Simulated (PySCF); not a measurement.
CH4ClNOSi2, SMILES Cl[Si@H]1N=CO[SiH2]1.

Coordinates come from a PBE-D3(BJ)/def2-SVP optimisation. The structure was generated by enumeration; whether it is a known compound was not checked.

Computed with PySCF with TDA-PBE/def2-SVPD.

Vertical excitations. The molecule is in vacuum.

```csv
state,energy (eV),λ (nm),f,main pairs
S1,4.32,287,0.008,HOMO→LUMO 99 %
S2,5.24,237,0.068,HOMO→LUMO+1 87 %
S3,5.30,234,0.007,"HOMO−2→LUMO 69 %, HOMO−1→LUMO 22 %"
S4,5.47,227,0.022,"HOMO−1→LUMO 56 %, HOMO−2→LUMO 15 %"
S5,5.74,216,0.007,"HOMO→LUMO+2 62 %, HOMO−1→LUMO+1 11 %"
S6,5.79,214,0.001,"HOMO−1→LUMO+1 79 %, HOMO→LUMO+2 12 %"
S7,5.90,210,0.006,"HOMO−3→LUMO 77 %, HOMO→LUMO+3 14 %"
S8,5.99,207,0.103,"HOMO→LUMO+3 56 %, HOMO−3→LUMO 11 %, HOMO−1→LUMO+2 9 %"
S9,6.03,206,0.004,HOMO−2→LUMO+1 95 %
S10,6.25,198,0.021,HOMO→LUMO+4 96 %
T1,4.03,308,0,HOMO→LUMO 99 %
T2,4.56,272,0,HOMO→LUMO+1 96 %
T3,4.67,266,0,HOMO−1→LUMO 89 %
T4,5.02,247,0,"HOMO−2→LUMO 75 %, HOMO→LUMO+2 22 %"
```
Triplets are in the Tamm–Dancoff approximation.
